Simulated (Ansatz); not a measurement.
Reaction: C3H4O (SMILES O=C1CC1) → C3H4O (SMILES C#CCO)
Each species at its own B3LYP-D3(BJ)/def2-TZVP minimum (Ansatz, a program for electronic structure), one conformer.

Total energies in hartree (Ansatz). Radicals and triplets start from unrestricted determinants; spin-orbit coupling is neglected. Correlated methods leave the cores frozen. No relativity.

| species | HF/cc-pVTZ | CCSD(T)/cc-pVTZ | HF/cc-pVQZ | CCSD(T)/cc-pVQZ | CCSD(T)/cc-pVDZ | CCSDT(Q)/cc-pVDZ |
|---|---|---|---|---|---|---|
| 1: C3H4O (SMILES O=C1CC1) | -190.79501 | -191.56355 | -190.80846 | -191.62066 | -191.37176 | -191.37422 |
| 2: C3H4O (SMILES C#CCO) | -190.78520 | -191.55103 | -190.79901 | -191.60940 | -191.35174 | -191.35423 |

Question: Work out the isomerisation energy (electronic) in kcal/mol: take Hartree-Fock from cc-pVQZ, extrapolate the CCSD(T) correlation energy as X^-3 (X = 3, 4), and add CCSDT(Q) - CCSD(T) in cc-pVDZ. 1 hartree = 627.51 kcal/mol.

Answer: 
Species 1: correlation (64·(-0.81220) - 27·(-0.76854))/37 = -0.84406; step -0.00246; E1 = -190.80846 + (-0.84406) + (-0.00246) = -191.65498
Species 2: correlation (64·(-0.81039) - 27·(-0.76583))/37 = -0.84291; step -0.00249; E2 = -190.79901 + (-0.84291) + (-0.00249) = -191.64441
-1·E1 +1·E2 = 0.01057 hartree = 6.6 kcal/mol.
